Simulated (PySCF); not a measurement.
A calculated (PBE, PySCF 2.14, x2c-TZVPPall with one added diffuse shell each of s, p, d, f type, the spin-free X2C one-electron Hamiltonian (Gaussian nucleus)) atom or ion has these occupied shells.

```json
{"shell": "1s α", "electrons": "1", "orbital energy (eV)": "-21908.4", "rms radius, mean of both spins (bohr)": "0.0384"}
{"shell": "1s β", "electrons": "1", "orbital energy (eV)": "-21908.4", "rms radius, mean of both spins (bohr)": "0.0384"}
{"shell": "2s α", "electrons": "1", "orbital energy (eV)": "-3155.3", "rms radius, mean of both spins (bohr)": "0.158"}
{"shell": "2s β", "electrons": "1", "orbital energy (eV)": "-3154.7", "rms radius, mean of both spins (bohr)": "0.158"}
{"shell": "2p α", "electrons": "3", "orbital energy (eV)": "-2827.6", "rms radius, mean of both spins (bohr)": "0.140"}
{"shell": "2p β", "electrons": "3", "orbital energy (eV)": "-2827.2", "rms radius, mean of both spins (bohr)": "0.140"}
{"shell": "3s α", "electrons": "1", "orbital energy (eV)": "-559.49", "rms radius, mean of both spins (bohr)": "0.431"}
{"shell": "3s β", "electrons": "1", "orbital energy (eV)": "-559.17", "rms radius, mean of both spins (bohr)": "0.431"}
{"shell": "3p α", "electrons": "3", "orbital energy (eV)": "-451.74", "rms radius, mean of both spins (bohr)": "0.434"}
{"shell": "3p β", "electrons": "3", "orbital energy (eV)": "-451.37", "rms radius, mean of both spins (bohr)": "0.434"}
{"shell": "3d α", "electrons": "5", "orbital energy (eV)": "-277.89", "rms radius, mean of both spins (bohr)": "0.420"}
{"shell": "3d β", "electrons": "5", "orbital energy (eV)": "-277.35", "rms radius, mean of both spins (bohr)": "0.420"}
{"shell": "4s α", "electrons": "1", "orbital energy (eV)": "-81.861", "rms radius, mean of both spins (bohr)": "1.08"}
{"shell": "4s β", "electrons": "1", "orbital energy (eV)": "-79.034", "rms radius, mean of both spins (bohr)": "1.08"}
{"shell": "4p α", "electrons": "3", "orbital energy (eV)": "-51.932", "rms radius, mean of both spins (bohr)": "1.20"}
{"shell": "4p β", "electrons": "3", "orbital energy (eV)": "-48.904", "rms radius, mean of both spins (bohr)": "1.20"}
{"shell": "4d α", "electrons": "5", "orbital energy (eV)": "-10.031", "rms radius, mean of both spins (bohr)": "1.75"}
{"shell": "4d β", "electrons": "1", "orbital energy (eV)": "-7.395", "rms radius, mean of both spins (bohr)": "1.75"}
{"shell": "5s α", "electrons": "1", "orbital energy (eV)": "-6.711", "rms radius, mean of both spins (bohr)": "3.27"}
{"shell": "5p α", "electrons": "1", "orbital energy (eV)": "-2.615", "rms radius, mean of both spins (bohr)": "4.54"}
```

Task: Name the element and its charge.

Result: Ru (ruthenium, neutral), in [Kr] 4d6 5s1 5p1, one real determinant (an excited configuration).
